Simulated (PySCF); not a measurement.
## N⁺ (nitrogen, charge +1): UHF calculation

Configuration: [He] 2s2 2p2, high-spin 3P determinant. All numbers are calculated (PySCF 2.14, no relativity, point nucleus, in 6-31G* (3s2p1d, 14 functions)).

```
Total energy                                                  : -53.871899 hartree
One-electron energy                                           : -69.9714 hartree
Hartree (Coulomb) energy                                      : 22.2944 hartree
Exchange energy                                               : -6.1949 hartree
Kinetic energy                                                : 53.69517 hartree
⟨S²⟩                                                          : 2.0058
⟨L²⟩                                                          : 2.009
Sum of ⟨r⟩                                                    : 5.496 bohr
Sum of ⟨r²⟩                                                   : 7.977 bohr²
Traceless quadrupole moment −½Σ⟨3z² − r²⟩ along its main axis : 0.788 e·bohr²
Density at the nucleus (Gaussians lack the cusp)              : 194 bohr⁻³
Spin density at the nucleus                                   : 0.229 bohr⁻³
Langevin diamagnetic susceptibility                           : -6.32 ×10⁻⁶ cm³/mol
Time after the integrals                                      : 0.05 s of wall time on 1 thread of Intel(R) Xeon(R) Platinum 8559C (shared host)
```

```json
{"shell": "1s α", "electrons": "1", "mean orbital energy (hartree)": "-16.33976", "rms radius, mean of both spins (bohr)": "0.265"}
{"shell": "1s β", "electrons": "1", "mean orbital energy (hartree)": "-16.26448", "rms radius, mean of both spins (bohr)": "0.265"}
{"shell": "2s α", "electrons": "1", "mean orbital energy (hartree)": "-1.62345", "rms radius, mean of both spins (bohr)": "1.40"}
{"shell": "2s β", "electrons": "1", "mean orbital energy (hartree)": "-1.30842", "rms radius, mean of both spins (bohr)": "1.40"}
{"shell": "2p α", "electrons": "2", "mean orbital energy (hartree)": "-1.11813", "rms radius, mean of both spins (bohr)": "1.40"}
```
